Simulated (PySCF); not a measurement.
**Electric field gradients and quadrupole coupling constants**

C7H7NOSi.
SMILES with atom numbers: `[CH3:1][C:2]#[C:3]/[CH:4]=[CH:5]/[Si@@H:6]([C:7]#[N:8])[CH:9]=[O:10]` (hydrogens: H11, H12, H13 on C1; H14 on C4; H15 on C5; H16 on Si6; H17 on C9)

Geometry (GFN2-xTB, Å), atoms numbered from 1 in this order:
```xyz
17
C7H7NOSi angstrom
C      4.1680   -0.5833    0.0330
C      2.7834   -0.2442   -0.1867
C      1.6279    0.0390   -0.3795
C      0.2803    0.3713   -0.5954
C     -0.5312    0.8202    0.3742
Si    -2.3274    1.2820    0.1203
C     -2.7997    0.7522   -1.6102
N     -3.0700    0.4230   -2.6738
C     -3.4117    0.1947    1.2847
O     -3.8739    0.6053    2.3173
H      4.3362   -0.8158    1.0844
H      4.8017    0.2584   -0.2479
H      4.4431   -1.4466   -0.5728
H     -0.0806    0.2428   -1.6090
H     -0.1154    0.9289    1.3701
H     -2.6512    2.6977    0.2881
H     -3.5866   -0.8642    0.9934
```

Field gradients from the PBE0/pcSseg-1 density (PySCF, non-relativistic), principal values in atomic units, ordered |Vxx| ≤ |Vyy| ≤ |Vzz|:

| atom | Vxx | Vyy | Vzz |
| --- | --- | --- | --- |
| N8 | 0.5797 | 0.5899 | -1.1697 |
| O10 | 0.3497 | 1.8614 | -2.2110 |

Problem. Find the asymmetry η = (Vxx − Vyy)/Vzz and the couplings χ = eQV/h (234.96 MHz × Q in barn × V in au), with Q(14N) = 0.02044 b, Q(17O) = −0.0256 b.

Solution. 
```csv
atom,environment,nucleus,η,χzz (MHz),χxx (MHz),χyy (MHz)
N8,cyano nitrogen,14N,0.01,-5.62,2.78,2.83
O10,carbonyl oxygen,17O,0.68,13.30,-2.10,-11.20
```

The gradient is axial or nearly so (η below 0.05) at N8. The tensor is traceless: Vxx + Vyy + Vzz = 0.

Problem. What is Vzz at O10 in SI units (1 au = 9.71736 × 10²¹ V/m²)?

Solution. -2.2110 au = -21.485 × 10²¹ V/m².

Problem. What couplings would deuterons (Q(2H) = 0.00286 b) have in place of the hydrogens, at this geometry?

Solution. 
```csv
atom,bonded to,bond length (Å),Vzz (au),η,χzz (kHz)
H11,C1,1.090,0.3074,0.03,207
H12,C1,1.090,0.3070,0.03,206
H13,C1,1.090,0.3072,0.03,206
H14,C4,1.084,0.3128,0.06,210
H15,C5,1.085,0.3204,0.06,215
H16,Si6,1.462,0.1597,0.03,107
H17,C9,1.112,0.2624,0.00,176
```

One conformer (not necessarily the lowest) at the GFN2-xTB geometry, without solvent, vibrations or thermal averaging. GFN2-xTB bond lengths can be off by several hundredths of an ångström, more for odd bonds, and the gradients follow them. The small basis limits the accuracy of the gradients.
